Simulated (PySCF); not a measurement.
Isomers of C2H10NPSi2. Method: PBE0-D3(BJ)/def2-SVP geometry optimisation, gas phase in PySCF. One conformer each; no zero-point energy, no entropy. No frequencies were run at this level. Point groups hold within 0.08 Å.

**Question.** Rank from lowest to highest electronic energy at this level (kcal/mol).
A. `[PH2:1][Si@@H:2]1[CH2:3][CH2:4][SiH2:5][NH:6]1` with H–P1–Si2–C3 32° and -62°, P1–Si2–C3–C4 -147°, Si2–C3–C4–Si5 37°, C3–C4–Si5–N6 -30°, C4–Si5–N6–Si2 10°
B. `[CH2:1]=[CH:2][SiH2:3][NH:4][SiH2:5][PH2:6]` with C1–C2–Si3–N4 -121°, C2–Si3–N4–Si5 -129°, Si3–N4–Si5–P6 127°, N4–Si5–P6–H -177° and -82°

**Answer.** A (0.0), B (31.4).

As drawn, the higher has a C=C bond outside aromatic rings, which the lower lacks.

```csv
SMILES,E (Eh),E rel (kcal/mol),dipole (D),point group,"A, B, C (MHz)"
P[Si@@H]1CC[SiH2]N1,-1056.47781,0.0,1.07,C1,"3753, 1083, 938.2"
C=C[SiH2]N[SiH2]P,-1056.42777,31.4,0.86,C1,"4007, 683.2, 609.1"
```

**Question.** How do the relative energies change in single points at CAM-B3LYP/pcSseg-1 (no added dispersion term) on the same geometries?

**Answer.** 
```csv
SMILES,PBE0-D3(BJ)/def2-SVP (kcal/mol),CAM-B3LYP/pcSseg-1 (kcal/mol),shift
P[Si@@H]1CC[SiH2]N1,0.0,0.0,0.0
C=C[SiH2]N[SiH2]P,31.4,23.7,-7.7
```

Each column counts from its own lowest isomer. The order is unchanged; the largest shift is 7.7 kcal/mol.
